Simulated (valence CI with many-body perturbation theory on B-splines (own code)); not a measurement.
Energy levels of Sc

Calculated by relativistic CI+MBPT: three valence electrons over a frozen Dirac-Fock core [Ar], radial functions for each j: 7 s, 7 p, 8 d, 6 f, 4 g, 1 h, with the one-electron correlation potential Σ1, the two-electron term Σ2, the three-electron term Σ3, Breit, model QED; selected CI, second order for the rest, scaled by the run's own slope (own B-spline code, finite nucleus).

Set against measurement, 36 paired levels are off by 313 cm⁻¹ on average, the worst by 843. These come from a selection out of the NIST Handbook of Basic Atomic Spectroscopic Data. Levels without a partner in it may be off by more, other configurations by 1,000 to 4,000 cm⁻¹.

Levels 136 to 180 of 183, with energies above the lowest level, 3d 4s2 2D_3/2. "Leading %" is the weight of the configuration and term that name the level; weights of strongly mixed levels are sums over their largest components and can fall short. Lifetimes count E1, E2, E3, M1 and M2 decay at the calculated energies, and are blank where another channel may lead or the interval is too uncertain; long ones can be off by a factor of two.

```tsv
No.	Configuration	Term	J	E (cm⁻¹)	Leading %	g	Lifetime
136	3d2 5s	4F	9/2	40174	58	1.333	11.6 ns
137	3d 4s 5p	2P°	1/2	40181	51	0.667	28.9 ns
138	3d 4s 4d	2G	7/2	40213	74	0.889	36.4 ns
139	3d 4s 5p	2P°	3/2	40280	50	1.334	28.8 ns
140	3d 4s 4d	2G	9/2	40361	74	1.111	36.8 ns
141	3d 4s 5p	4P°	1/2	40425	86	2.666	52.0 ns
142	3d 4s 5p	4P°	3/2	40471	85	1.730	51.9 ns
143	3d 4s 5p	4P°	5/2	40546	85	1.593	51.5 ns
144	3d 4s 5p	2D°	3/2	40835	62	0.802	20.2 ns
145	3d 4s 5p	2D°	5/2	40852	62	1.208	21.5 ns
146	3d 4s 4d	2S	1/2	41067	78	1.998	29.4 ns
147	3d 4s 4d	4P	1/2	41329	86	2.666	18.4 ns
148	3d 4s 4d	4P	3/2	41356	86	1.728	18.1 ns
149	3d 4s 4d	4F	3/2	41376	57	0.406	17.7 ns
150	3d 4s 4d	4P	5/2	41385	85	1.591	17.9 ns
151	3d 4s 4d	4F	5/2	41413	57	1.033	17.8 ns
152	3d2 5s	2F	5/2	41421	44	0.865	17.3 ns
153	3d 4s 4d	4F	7/2	41463	57	1.238	17.9 ns
154	3d2 5s	2F	7/2	41479	45	1.143	16.9 ns
155	3d 4s 4d	4F	9/2	41526	56	1.334	18.1 ns
156	3d 4p2	2D	5/2	41867	19	1.198	25.1 ns
157	3d 4p2	2D	3/2	41896	19	0.800	25.4 ns
158	3d 4s 5p	2P°	3/2	42650	73	1.329	21.9 ns
159	3d 4s 5p	2F°	5/2	42682	78	0.857	62.3 ns
160	3d 4s 5p	2P°	1/2	42691	73	0.666	20.6 ns
161	3d 4s 4d	2D	5/2	42701	71	1.201	11.1 ns
162	3d 4s 4d	2D	3/2	42718	70	0.800	11.1 ns
163	3d 4s 5p	2F°	7/2	42728	79	1.143	69.5 ns
164	3d 4s 4d	2G	9/2	42736	79	1.111	12.0 ns
165	3d 4s 4d	2G	7/2	42762	78	0.889	12.1 ns
166	3d 4s 4d	2S	1/2	42795	67	1.992	12.8 ns
167	3d 4s 5p	2D°	3/2	42873	67	0.806	23.1 ns
168	3d 4s 5p	2D°	5/2	42952	67	1.200	21.7 ns
169	3d 4s 4d	2P	1/2	43148	63	0.677	11.2 ns
170	3d 4s 4d	2P	3/2	43154	62	1.333	10.9 ns
171	3d 4s 4d	2F	5/2	43227	61	0.857	15.5 ns
172	3d 4s 4d	2F	7/2	43278	60	1.143	16.5 ns
173	3d 4s 6s	4D	1/2	43401	92	-0.002	39.1 ns
174	3d 4s 6s	4D	3/2	43432	91	1.198	39.2 ns
175	3d2 4p	2F°	5/2	43486	39	0.857	8.16 ns
176	3d 4s 6s	4D	5/2	43490	91	1.370	39.4 ns
177	3d2 4p	2F°	7/2	43514	38	1.143	8.00 ns
178	3d 4s 6s	4D	7/2	43581	92	1.429	39.6 ns
179	3d 4s 5p	2P°	1/2	43825	40	0.666	9.90 ns
180	3d 4s 6s	2D	3/2	43904	88	0.802	46.0 ns
```

Names give the largest LS component (configuration and term), which can be under half, so a name can repeat, a term be missing and a line seem to break the LS rules; names also repeat where a configuration has a term twice.

Where two levels of one J and parity lie close, their mixing, g and order are uncertain.
